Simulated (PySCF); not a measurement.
Molecule: C₃H₇BO₂S, SMILES CS/C=C\B(O)O. Atoms near the plane z = 0.0 Å, at the GFN2-xTB optimised geometry (x, y, z in Å): C1 (-2.8, -0.9, 0.0), S2 (-1.4, 0.2, 0.0), C3 (-0.1, -0.9, 0.0), C4 (1.2, -0.7, 0.0), B5 (2.0, 0.7, 0.0), O6 (3.3, 0.7, 0.0), O7 (1.3, 1.9, 0.0), H8 (-2.8, -1.5, -0.8), H9 (-2.8, -1.5, 0.9), H10 (-3.7, -0.3, 0.0), H11 (-0.4, -1.9, 0.0), H12 (1.9, -1.5, 0.0), H13 (3.7, 1.6, 0.0), H14 (0.4, 1.9, 0.0).

Computed with B3LYP/def2-TZVP run with PySCF 2.14.0. Cells within 0.4 Å of a nucleus heavier than hydrogen are left out (blank, or x). The values are rescaled to run from 0 to 1.

```
|000000000000000000000000000|
|000000000000000000000000000|
|000000000000000000000000000|
|000000000000000000000000000|
|000000000000000000000000000|
|000000000000000011000000000|
|000000000000000355200000000|
|000000000000023688400230000|
|0000000001100887x8403774000|
|0000000025620997x7208994000|
|000000004888127687258982000|
|00026200587850023xx8x762000|
|0019994150x050046x08x873000|
|0059999571x0733699237874000|
|004999928838838xx7302542000|
|0016883x45252x83x8710000000|
|000013455206955599980000000|
|000001454009993199992000000|
|000000121019992059991000000|
|000000000009991006720000000|
|000000000003740000000000000|
|000000000000000000000000000|
|000000000000000000000000000|
|000000000000000000000000000|
|000000000000000000000000000|
|000000000000000000000000000|
|000000000000000000000000000|
```
Scale: ten equal steps from 0.000 (start of '0') to 1.00 (end of '9'), in the order '0123456789'; x runs from -6.00 to 6.00, y from -6.00 (bottom) to 6.00 (top).

Q: Which quantity is mapped?
(A) an orbital amplitude
(B) log10 of the electron density
(C) electron localisation function
(D) Laplacian of the electron density

A: C, electron localisation function
